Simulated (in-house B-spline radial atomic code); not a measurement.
**CAM-B3LYP excitations of Lu³⁺**

Method: CAM-B3LYP. Computed with an all-electron radial atomic-structure program (B-spline basis): linear response of the closed shell [Xe] 4f14 with the functional's adiabatic kernel; scalar-relativistic (spin-free one-electron X2C), finite nucleus, no spin-orbit coupling, no double excitations, S, P, D and F terms only; shells from n = 3 respond. Only terms of natural parity with L up to 3 were computed.

Spin-orbit coupling is strong here, so these LS terms don't match observed levels.

Command:
```bash
python run_td.py task.json out
```
Settings (radii: box in bohr, nucleus in fm):
```
Z                        71
electrons                68
configuration            [Xe] 4f14
hamiltonian              x2c
method                   camb3lyp
box_radius               23.08
rms_radius               5.37
intervals                71
```

Cost of the run: 11 s on 1 thread of Arm Neoverse N1, on a shared host.

The lowest states, in the order of their Tamm-Dancoff energies; the method's threshold (minus the highest occupied level) is 40.87 eV. Labels give the largest channel, * marks a mixed state, and oscillator strengths are full-response dipole values. Semilocal kernels can invert the small singlet-triplet splittings of Rydberg terms. Energies in eV:

```tsv
state	full response	Tamm-Dancoff	oscillator strength
4f → 5d 3P	10.854	10.913	-
4f → 5d 3F	11.321	11.348	-
4f → 5d 1F	?	?	-
4f → 6s 3F	12.426	12.429	-
4f → 6s 1F	12.566	12.570	-
4f → 5d 1P	12.965	13.327	0.164
4f → 6p 3D	18.822	18.826	-
4f → 6p 1D	19.068	19.080	-
4f → 7s 3F	26.720	26.721	-
4f → 7s 1F	26.756	26.757	-
4f → 6d 3P	26.841	26.850	-
4f → 6d 3F	26.948	26.953	-
4f → 6d 1F	27.053	27.055	-
4f → 6d 1P	27.201	27.240	0.00283
4f → 5f 3S	28.461	28.467	-
4f → 5f 3D	28.550	28.551	-
4f → 5f 1D	28.677	28.684	-
4f → 7p 3D	29.123	29.124	-
4f → 7p 1D	29.205	29.209	-
4f → 5f 1S	?	?	-
5p → 5d 3P	31.34	31.41	-
5p → 5d 3F	31.76	31.83	-
```

Q: Where does 4f → 5d 1F lie?

A: At 11.841 eV in full response, 11.849 eV in Tamm-Dancoff.

Q: Where does 4f → 5f 1S lie?

A: At 29.377 eV in full response, 29.522 eV in Tamm-Dancoff.

Q: How large is the singlet-triplet splitting of 4f → 5d (F terms) in Tamm-Dancoff?

A: 0.501 eV, from the unrounded values.

Q: What polarisabilities and dispersion coefficient does the method give?

A: Dipole 4.468 bohr³, quadrupole 8.289 bohr⁵, C6 22.03 hartree·bohr⁶ for two such species.
